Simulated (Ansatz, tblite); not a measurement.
Cost and result up the ladder for the cluster W2O6 (8 atoms). Total charge 0; singlet. Geometry: PBE-D4/def2-SVP.

```tsv
atom	x (Å)	y (Å)	z (Å)
W1	-0.285	-1.379	0.365
W2	0.285	1.379	-0.365
O3	-1.033	-1.882	1.836
O4	1.032	1.882	-1.836
O5	-1.157	0.092	-0.557
O6	-0.073	2.758	0.607
O7	0.073	-2.758	-0.607
O8	1.157	-0.092	0.557
```

Ansatz on 4 threads of Intel Xeon 6975P-C on a shared host; xTB runs through tblite on one thread. Times are rough, summed over both states, and most runs start from the orbitals of an earlier one. PBE0-D4/def2-TZVP serves as the yardstick here, not as an exact answer. The other state is a triplet at its own geometry.

In the def2 sets W takes a core potential; there is no spin–orbit coupling. The xTB rows come from tblite. LC-ωPBE has ω = 0.4 bohr⁻¹. HOMO above LUMO, or a gap near zero within one spin, warns that the state may not be the lowest or that an electron is smeared out. At PBE0-D4/def2-TZVP a singlet of charge 0 lies 2.93 eV below the triplet, each at its own geometry. The structure comes from a short search, and lower isomers may exist.

Run but left out: MP2/def2-TZVP (triplet: ⟨S²⟩ 2.28, where a pure state has 2.00).

xTB has no spin-polarisation term.

```
                          level  functions  wall time
                       GFN1-xTB         42    0.013 s
                       GFN2-xTB         42    0.027 s
              BLYP-D4/def2-TZVP        266      6.3 s
 PBE-D4/def2-TZVP (with forces)        266      7.7 s
            r2SCAN-D4/def2-TZVP        266       13 s
              LC-ωPBE/def2-TZVP        266       15 s
PBE0-D4/def2-TZVP (with forces)        266       19 s
```

Q: Estimate what each level gives for the triplet − singlet (eV).

A: 
| level | triplet − singlet (eV) | difference from PBE0-D4/def2-TZVP (eV) | remarks |
| --- | --- | --- | --- |
| GFN1-xTB | 4.38 | 1.45 | – |
| GFN2-xTB | 2.75 | -0.18 | – |
| BLYP-D4/def2-TZVP | 2.31 | -0.61 | gap within one spin near zero (triplet) |
| PBE-D4/def2-TZVP (with forces) | 2.38 | -0.55 | gap within one spin near zero (triplet) |
| r2SCAN-D4/def2-TZVP | 2.62 | -0.31 | gap within one spin near zero (triplet) |
| LC-ωPBE/def2-TZVP | 3.29 | 0.36 | – |
| PBE0-D4/def2-TZVP (with forces) | 2.93 | 0.00 | – |
